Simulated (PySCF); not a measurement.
Isomers of C7H9FOS, one GFN2-xTB conformer each. Single-point energies are computed at PBE0/pcSseg-1 (PySCF, gas phase, no added dispersion term), electronic only.

**Question.** Rank them by PBE0/pcSseg-1 energy, lowest first (kcal/mol).
A. `[CH2:1]=[C:2]([CH3:3])[C@@H:4]1[CH:5]=[C:6]([F:7])[S@:8](=[O:9])[CH2:10]1` with C1–C2–C4–C5 -135°, C2–C4–C5–C6 -110°, C5–C6–S8–O9 96°, C6–S8–C10–C4 18°, C2–C4–C10–S8 102°
B. `[CH3:1][CH2:2][c:3]1[s:4][cH:5][c:6]([F:7])[c:8]1[O:9][CH3:10]` with C1–C2–C3–S4 79°, C6–C8–O9–C10 6°
C. `[CH3:1][C:2](=[S:3])[C:4]1=[CH:5][C@@H:6]([F:7])[CH2:8][O:9][CH2:10]1` with C1–C2–C4–C5 8°, C4–C5–C6–F7 -143°, C5–C6–C8–O9 52°, C6–C8–O9–C10 -67°, C8–O9–C10–C4 46°

**Answer.** B (0.0), C (5.1), A (42.9).

As drawn, the lowest has an aromatic ring, which the highest lacks; the highest has an S=O bond and a C=C bond outside aromatic rings, which the lowest lacks. GFN2-xTB itself gives, in the same order: 0.0, 10.1, 31.9. Both levels put the same isomer lowest; measured from each level's own lowest isomer, the values differ by up to 11.0 kcal/mol (C=C(C)[C@@H]1C=C(F)[S@](=O)C1: 31.9 against 42.9).

**Question.** Which frontier levels, dipoles and rotational constants go with these structures?

**Answer.** 
| SMILES | HOMO (eV, PBE0/pcSseg-1) | LUMO (eV) | dipole (D) | A, B, C (MHz) |
| --- | --- | --- | --- | --- |
| CCc1scc(F)c1OC | -6.24 | -0.37 | 0.61 | 1518, 1027, 650.1 |
| CC(=S)C1=C[C@@H](F)COC1 | -6.57 | -2.83 | 1.93 | 2115, 704.6, 549.8 |
| C=C(C)[C@@H]1C=C(F)[S@](=O)C1 | -7.08 | -0.77 | 3.88 | 1867, 876.8, 786.2 |
